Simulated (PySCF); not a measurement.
Dipole response of Ru (ruthenium, neutral)

[Kr] 4d7 5s1, high-spin 5F determinant. Computed with PySCF 2.14 in aug-cc-pwCVTZ-PP with ECP28MDF (8s8p7d4f3g, 122 functions), with scalar relativity through the core potential. Coupled (time-dependent) response in atomic units; α is the mean over directions.

```json
{"method": "M06-L", "mean α (bohr³)": "61.68", "C₆ (like pair)": "578.4", "S(−4)": "2371"}
```

S(−4) is the Cauchy moment in α(ω) = α(0) + S(−4) ω² + …

Reference α: 72 ± 10 bohr³ (recommended; Schwerdtfeger and Nagle, table of static dipole polarizabilities (2023 update)). Published C₆: 809.0 (Gould and Bucko (2016)).

Spin-orbit coupling is absent.

α(iu) at M06-L:

```
u (hartree)  α(iu) (bohr³)
          0          61.68
     0.0500          56.40
      0.100          45.67
      0.200          28.65
      0.300          19.88
      0.500          12.15
      0.750          7.982
       1.00          5.760
       1.50          3.468
       2.00          2.333
       3.00          1.261
       5.00         0.5308
```

A single London oscillator, α(iu) = α/(1 + u²/ω²), gives C₆ = (3/4) ω α². Matching the computed C₆ needs ω = 4 × 578.4 / (3 × 61.68²) = 0.203 hartree.

Energies and moments cover only the electrons outside the core potential.
